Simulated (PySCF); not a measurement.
**Computed structure and properties of YbCl2**

System: YbCl2 (singlet in the valence; each metal's 4f electrons, 14 of them, lie in its core potential, out of spins and levels); start: template (C2v). Method: PySCF 2.14.0, RKS PBE0, Yb lcecp-0-SVP with ECP60, Cl def2-SVP; non-relativistic Hamiltonian with scalar-relativistic core potentials where named; density fitting; no spin-orbit coupling.

Input of the relaxation:

```python
mol = gto.M(atom='''
Yb     0.00000     0.00000    -0.31783
Cl     2.47660    -0.00000     0.79047
Cl    -2.47660     0.00000     0.79047''',
    basis={'Yb': 'lcecp-0-SVP', 'Cl': 'def2-SVP'},
    ecp={'Yb': 'lcecp-0-SVP'},
    charge=0, spin=0)
mf = dft.RKS(mol, xc='PBE0')
mf.grids.atom_grid = (50, 194)  # f atoms: unpruned, at least (60, 302)
mf = mf.density_fit()  # fitting sets: Yb AutoAux, Cl def2-universal-JKFIT
mf.conv_tol = 1e-08; mf.max_cycle = 55
mf.kernel(dm0)  # dm0: converged density of the start geometry
# quasi-Newton relaxation in Cartesian coordinates to a largest gradient under 0.00045 Eh/bohr, steps kept in the point group
```

Run from Python with OMP_NUM_THREADS=2; the lines above give its settings. Where DIIS fails, smearing, a level shift and second-order steps follow.
It took 14 s on 2 threads of Arm Neoverse V2, on a shared host, from the converged density of the start.

Course of the relaxation:

| step | energy above end (eV) | largest force component within the symmetry (eV/Å) |
| --- | --- | --- |
| 0 | 0.2657 | 1.201 |
| 1 | 0.0941 | 0.700 |
| 2 | 0.0240 | 0.219 |
| 3 | 0.0166 | 0.079 |
| 4 | 0.0106 | 0.116 |
| 5 | 0.0051 | 0.126 |
| 6 | 0.0023 | 0.082 |
| 7 | 0.0004 | 0.016 |
| 8 | 0.0001 | 0.014 |
| 9 | 0.0000 | 0.003 |

Relaxed geometry (C2v):

```xyz
3

Yb    0.0000    0.0000    0.1134
Cl    2.5209    0.0000    0.5749
Cl   -2.5209    0.0000    0.5749
```

| contact | Å |
| --- | --- |
| Yb1–Cl2 (Cl) | 2.563 |
| Yb1–Cl3 (Cl) | 2.563 |

On the finer grid (75, 302):

| Property | Result |
| --- | --- |
| HOMO | not given (4f levels lie in the core) |
| LUMO | not given (4f levels lie in the core) |
| Dipole about the centre of mass | 2.86 D |
| Set of Mulliken populations of Yb1 outside the core potential | s 2.25, p 6.25, d 0.67, f 0.01 |
| D3(BJ) dispersion energy (not in the energies) | -0.058 eV |

```tsv
atom	Mulliken (e)	Löwdin (e)	spin (e)
Yb1	0.82	0.41	0.00
Cl2	-0.41	-0.21	0.00
Cl3	-0.41	-0.21	0.00
```

The 4f levels lie in the core potential and are missing.

On the grid (50, 194), as all that follows. Harmonic modes: a minimum within the noise of the softest modes; lowest 24 cm⁻¹ (negative: unstable), highest 311 cm⁻¹, zero-point energy 0.038 eV.

Taking off one Cl (charge -1, singlet; the rest: singlet) in vacuum, both parts rigid, costs 8.34 eV; the small basis without counterpoise inflates it. Most of it is the attraction of opposite charges; other ways to part are cheaper, and one spin state was tried for the rest.

Rigid scan of Cl along the line from its metal:

```json
{"distance to Cl2 (Å)": "2.26", "energy (eV)": "0.635"}
{"distance to Cl2 (Å)": "2.36", "energy (eV)": "0.246"}
{"distance to Cl2 (Å)": "2.46", "energy (eV)": "0.054"}
{"distance to Cl2 (Å)": "2.56", "energy (eV)": "0.000"}
{"distance to Cl2 (Å)": "2.66", "energy (eV)": "0.043"}
{"distance to Cl2 (Å)": "2.76", "energy (eV)": "0.151"}
{"distance to Cl2 (Å)": "2.96", "energy (eV)": "0.484"}
{"distance to Cl2 (Å)": "3.26", "energy (eV)": "1.099"}
{"distance to Cl2 (Å)": "3.66", "energy (eV)": "1.912"}
{"distance to Cl2 (Å)": "4.16", "energy (eV)": "2.770"}
```

One start shape was tried, so this needn't be the lowest isomer.

An lcecp potential fixes the number of 4f electrons, so in runs with it no electron can move into or out of that shell.
